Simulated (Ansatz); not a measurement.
All values below come from frozen-core CCSD(T)/def2-TZVPP // PBE0-D3(BJ)/def2-TZVP in Ansatz (a program for electronic structure).

Ansatz 0.2 input:
```yaml
crystal:
  periodic: [false, false, false]
  atoms:
    - { symbol: Al, position_ang: [0.000013, -0.000073, 0.000308] }
    - { symbol: H, position_ang: [1.583881, -0.076946, 0.000047] }
    - { symbol: H, position_ang: [-0.858507, -1.333295, 0.000302] }
    - { symbol: H, position_ang: [-0.72528, 1.410064, -0.000654] }
basis:
  gaussian: { orbitals: def2-TZVPP }
correlation:
  method: ccsd_t
```

Output:

```
Functional definition: HF
478 factors; integrals over basis functions are off by at most 1.8e-3 eV
mean field evaluation 1: about -6629.3845 eV, gradient 8.8e0 eV
mean field evaluation 2: about -6629.3876 eV, gradient 8.8e0 eV
mean field evaluation 4: about -6629.8287 eV, gradient 4.5e-1 eV
mean field evaluation 8: about -6629.8289 eV, gradient 7.5e-5 eV
mean field -6629.82890538 eV, -243.6417184131 hartree, gradient 1.4e-6 eV, S^2 0.000000; 0 other end points of the search recorded, 0 dependent functions left out
5 core orbitals not correlated
reference -6629.82890538 eV, -243.6417184131 hartree; 3, 3 occupied and 76, 76 virtual orbitals, 478 factors
second order -2.55386521 eV of doubles, -0.00000000 eV of singles
cycle   1  -3.00604181 eV  change   -4.5e-1 eV  update   5.1e-2
cycle   2  -3.19286708 eV  change   -1.9e-1 eV  update   1.8e-2
cycle   3  -3.19656093 eV  change   -3.7e-3 eV  update   3.5e-3
cycle   4  -3.19649237 eV  change    6.9e-5 eV  update   1.1e-3
cycle   5  -3.19624209 eV  change    2.5e-4 eV  update   3.2e-4
cycle   6  -3.19620711 eV  change    3.5e-5 eV  update   6.5e-5
cycle   7  -3.19623410 eV  change   -2.7e-5 eV  update   1.8e-5
cycle   8  -3.19623762 eV  change   -3.5e-6 eV  update   5.0e-6
perturbative correction -0.04256968 eV, -0.0015644071 hartree
Total energy: -6633.06771268 eV, -243.7607423864 hartree
```

Cost: about 2.2 core-seconds (a rough figure).
